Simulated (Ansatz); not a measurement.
`[CH3][GeH2][Br]` + HBr → `[Br][GeH2][Br]` + CH₄  (ligand exchange at a Ge–C bond)

Computed with Ansatz on PBE0-D4/def2-TZVP structures; ΔE is electronic, products minus reactants. CCSD(T)/CBS adds triple-zeta CCSD(T) − MP2 to the extrapolated MP2 energy (def2 sets, frozen cores). This one scheme is used for every species. DFT in def2-TZVPP. HSE06 is defined as in plane-wave codes. For Br, Ge outer-core shells are correlated without core-valence functions, which leaves a few kJ/mol of doubt a bond. Scalar relativity is left out up to krypton.

`[CH3][GeH2][Br]`:

Z-matrix (Å, degrees):
```
C
Ge 1 1.941
H 1 1.090 2 109.8
H 1 1.090 2 109.8 3 120.0
H 1 1.092 2 109.8 3 -120.0
Br 2 2.320 1 107.7 3 -60.0
H 2 1.536 1 112.7 3 56.9
H 2 1.536 1 112.7 3 -176.8
```

HBr:

Cartesian coordinates in Å:
```
Br -0.286 -0.628 -0.169
H 0.286 0.628 0.169
```

`[Br][GeH2][Br]`:

Z-matrix (Å, degrees):
```
Ge
Br 1 2.295
Br 1 2.295 2 109.1
H 1 1.529 2 108.1 3 -117.4
H 1 1.529 2 108.1 3 117.4
```

CH₄:

Cartesian coordinates in Å:
```
C 0.000 0.000 0.000
H -0.617 -0.159 -0.884
H 0.635 0.873 -0.152
H 0.623 -0.877 0.170
H -0.641 0.164 0.866
```

| level | ΔE (kcal/mol) |
| --- | --- |
| r2SCANh-D4 | -22.3 |
| r2SCAN0-D4 | -22.3 |
| r2SCANh | -22.3 |
| HSE06 | -21.9 |
| CCSD(T)/def2-SVP | -20.6 |
| SCS-MP2/def2-TZVPP | -21.1 |
| HF/CBS(def2) | -23.7 |
| MP2/CBS(def2) | -21.5 |

(1) What does CCSD(T)/CBS give? (An estimate is asked.)

Largest T1 diagnostic among the species: 0.009.

Answers

(1) The calculation gave: -20.6 kcal/mol. The listed levels differ from it by -1.7, -1.7, -1.7, -1.3, 0.0, -0.5, -3.1, -0.9 kcal/mol.

Leaving LDA and LC-ωPBE aside and taking each functional with its dispersion term where it has one, the values, not all of them listed here, spread over 2.0 kcal/mol, from BHLYP-D4 to ωB97X-V. LDA lies +1.9 kcal/mol from PBE without D4. In def2-TZVPP, CCSD(T) changes the Hartree–Fock value by +3.7 kcal/mol (the triples alone add +0.1 kcal/mol) and MP2 by +2.8 kcal/mol.
